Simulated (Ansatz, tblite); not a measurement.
Removing an electron: [NbO2Cl2]- (NbCl₂O₂⁻). The state is a singlet with charge -1. Geometry: PBE0-D4/def2-SVPD. Ansatz, gas phase; energy differences of separate SCF runs; the oxidised species was run as a doublet alone.

Cartesian coordinates in Å:
```
Nb -0.0391 0.0043 -0.1304
O -1.6311 -0.2775 -0.7362
O 0.9620 0.3551 -1.4926
Cl 0.7671 -1.9664 0.9892
Cl -0.0590 1.8845 1.3701
```

In the def2 sets Nb takes a core potential; there is no spin–orbit coupling. The xTB rows come from tblite. Correlated methods freeze 12 core orbitals; core or outer-core shells of Nb are correlated, in sets that lack core-valence functions. The rows differ in basis, and correlated rows in double-zeta sets carry the largest basis error. HOMO above LUMO, or a gap near zero within one spin, warns that the state may not be the lowest or that an electron is smeared out.

**Question.** Estimate orbital energies and vertical ionisation energies at: GFN1-xTB; GFN2-xTB; PBE-D4/def2-TZVPD; r2SCAN-D4/def2-TZVPD; PBE0-D4/def2-TZVPD; CCSD/def2-SVPD; CCSD(T)/def2-SVPD.

**Answer.** 
```csv
level,−HOMO (eV),vertical IE (eV),−LUMO (eV),HOMO–LUMO gap (eV),remarks
GFN1-xTB,7.95,10.73,4.85,3.09,–
GFN2-xTB,7.47,10.40,4.39,3.08,–
PBE-D4/def2-TZVPD,2.16,5.29,-1.93,4.08,gap within one spin near zero (doublet)
r2SCAN-D4/def2-TZVPD,2.46,5.38,-2.07,4.53,–
PBE0-D4/def2-TZVPD,3.70,5.51,-2.70,6.40,–
CCSD/def2-SVPD,–,5.59,–,–,"spin-contaminated (⟨S²⟩ 1.09) (doublet), test for broken spin undecided (-1 singlet)"
CCSD(T)/def2-SVPD,–,5.73,–,–,"spin-contaminated (⟨S²⟩ 1.09) (doublet), test for broken spin undecided (-1 singlet)"
```

Relaxing the oxidised species (PBE0-D4/def2-SVPD) changes its energy by -0.32 eV at PBE0-D4/def2-TZVPD, so the adiabatic ionisation energy to this nearest minimum is 5.19 eV. At PBE-D4/def2-TZVPD it is 5.03 eV.  Run but left out: HF/def2-SVPD, MP2/def2-SVPD (neutral doublet: ⟨S²⟩ 1.09, where a pure state has 0.75).  Raw xTB energy differences between charge states are shifted by several eV; the methods need an empirical correction for them.
